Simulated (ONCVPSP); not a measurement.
**Au (Z = 79), ONCV: configuration errors across variants**

* Element: gold
* Generator: ONCVPSP 4.0.1
* Type: optimised norm-conserving Vanderbilt (ONCV)
* Functional: PBE
* Relativity: fully relativistic
* Frozen core: [Kr] 4d10
* Valence charge: 33
* Reference configuration: 4f14 5s2 5p6 5d10 6s1
* Partial waves: 5s+6s: rc 1.45 bohr, ncon 3, nbas 7, qcut 7.2 1/bohr, 2 projectors; 5p: rc 1.30 bohr, ncon 4, nbas 7, qcut 9.6 1/bohr, 2 projectors, debl 1.7 Ha; 5d: rc 1.35 bohr, ncon 4, nbas 8, qcut 7.5 1/bohr, 1 projector; 4f: rc 0.65 bohr, ncon 4, nbas 9, qcut 31.7 1/bohr, local
* Local potential: the f channel
* Core correction: polynomial model core, fcfact 0.7

Open shells are filled in proportion to 2j + 1.

In the p channel the program set the typed energies aside and used -2.034, 0.250 Ha (j = l + 1/2; the other j can differ).

All-electron excitation energies from the reference (eV): (1) 4f14 5s2 5p6 5d10 6s0 9.427; (2) 4f14 5s2 5p6 5d9 6s0 30.656; (3) 4f14 5s2 5p6 5d8 6s0 64.533; (4) 4f14 5s2 5p6 5d9 6s1 6p1 7.450.

2 further variants failed, have other tests or another functional or relativity, and are left out.

A true bound ghost makes a file unfit for plane-wave use even where its test errors are small: the radial tests pick states by their node count and pass the ghost by.

The file “base” misses its own reference levels by 2.2 eV. The file “all radii but the core radius scaled by about 0.91 (s 1.32, p 1.18, d 1.22, f 0.58 bohr)” misses its own reference levels by 2.2 eV. The file “s: nproj 4” misses its own reference levels by 2.2 eV. The file “d: rc 1.28” misses its own reference levels by 2.2 eV. The file “core correction polynomial model core, fcfact 0.35” misses its own reference levels by 2.2 eV.

Errors AE − PS in meV (a dash: test not solved or not reliable):

| change | (1) | (2) | (3) | (4) | bound ghosts | GHOST(+) flags above zero |
| --- | --- | --- | --- | --- | --- | --- |
| base | -1.8 | +2.0 | +12 | +0.5 | s, p3/2, d5/2, p1/2, d3/2 | none |
| all radii but the core radius scaled by about 0.91 (s 1.32, p 1.18, d 1.22, f 0.58 bohr) | -1.2 | +2.9 | +13 | +1.2 | s, p3/2, d5/2, p1/2, d3/2 | p3/2 |
| s: nproj 4 | -1.7 | +1.9 | +11 | +0.6 | s, p3/2, d5/2, p1/2, d3/2 | s |
| f: nproj 1; local potential polynomial inside 0.60 bohr (lpopt 1, dvloc0 0 Ha) | -1.6 | +4.9 | +25 | +2.1 | s, p3/2 | d5/2, p1/2, d3/2 |
| d: rc 1.28 | -1.8 | +2.2 | +12 | +0.6 | s, p3/2, d5/2, p1/2, d3/2 | none |
| core correction polynomial model core, fcfact 0.35 | -1.8 | +2.0 | +12 | +0.5 | s, p3/2, d5/2, p1/2, d3/2 | none |

**Question.** Give the same row for: p: rc 1.94.

**Answer.** -1.7, +2.2, +13, +0.2; bound ghosts: s, p3/2, d5/2, p1/2, d3/2; GHOST(+) flags above zero: none.
